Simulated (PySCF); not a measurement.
# Calculated NMR parameters of (CF3)2C(OH)2

| Item | Value |
| --- | --- |
| Formula | C3H2F6O2 |
| SMILES | OC(O)(C(F)(F)F)C(F)(F)F |
| Degrees of unsaturation | 0 |
| Carbon signals | 2 |
| Proton signals | 1 |

Atoms are numbered as in `[OH:1][C:2]([OH:3])([C:4]([F:5])([F:6])[F:7])[C:8]([F:9])([F:10])[F:11]`. Hydrogens are named by the atom that carries them.

- geometry from PBE0-D3(BJ)/def2-SVP
- GIAO PBE0/pcSseg-1 shieldings
- J: B3LYP/pcJ-1 (spin–dipole term only in couplings to heteroatoms)
- run in PySCF
- rapidly exchanging positions averaged, no solvent, non-relativistic Hamiltonian, one conformer

Referencing at the same level of theory: TMS for ¹H and ¹³C; ¹⁹F vs CFCl3; ¹⁷O vs H2O.

```tsv
carbon	δC, type	δH (multiplicity, J in Hz)	HMBC from (abs. J ≥ 3 Hz)	span of the C tensor (ppm)
C2	91.6, C	–	–	34
C4/C8	126.1, C	–	–	12
```

Other nuclei:
| atoms | nucleus | environment | δ (ppm) | σ (ppm) |
| --- | --- | --- | --- | --- |
| H(O1)/H(O3) | ¹H | hydrogen on an alcohol oxygen | 2.39 | 28.88 |
| F5/F6/F7/F9/F10/F11 | ¹⁹F | fluorine of a CF3 group | -95.2 | 272.4 |
| O1/O3 | ¹⁷O | alcohol oxygen | 85.7 | 248.9 |

Selected couplings (Hz, signed; the shortest-range and largest first, 30 at most; isotopes ¹³C, ¹⁹F): ¹J(C4,F5) -353.2, ²J(C2,F5) 35.1.

1. Carbon types of the structure: 3 × C, leaving 2 H on heteroatoms.
2. δC 126.1: CF3 carbon; 3 electronegative neighbours deshield it.
3. δC 91.6: sp3 carbon bearing two oxygens; 2 electronegative neighbours deshield it.
4. δH 2.39: hydrogen on an alcohol oxygen; exchangeable, gas-phase position.

OH and NH positions are those of a molecule without intermolecular hydrogen bonds; in solution they move with solvent, concentration and temperature, and exchange usually removes their couplings. Common functionals overestimate the size of one-bond C–F couplings by tens of Hz; these are unscaled. Shifts are as computed. Against solution values, carbons near 30 ppm lie about +2 ppm off and those near 130 ppm about +5 ppm (rms about the fit 1.9 ppm; single classes can miss by 10 ppm). Of 1328 compounds with measured shifts, 309 miss one by over three times the rms of a fit or turn the order of signals round; such compounds aren't used in these exercises. Signals without a measured value on file couldn't be tested in this way; 1H shifts scatter by 0.2 ppm about their fit, and single ones miss by 0.5 ppm. Unscaled 19F shifts against computed CFCl3 carry errors that often reach 10 to 50 ppm. Experimental scales use liquid or dissolved standards, which lie at an offset from isolated H2O (liquid H2O: subtract about 36 ppm).
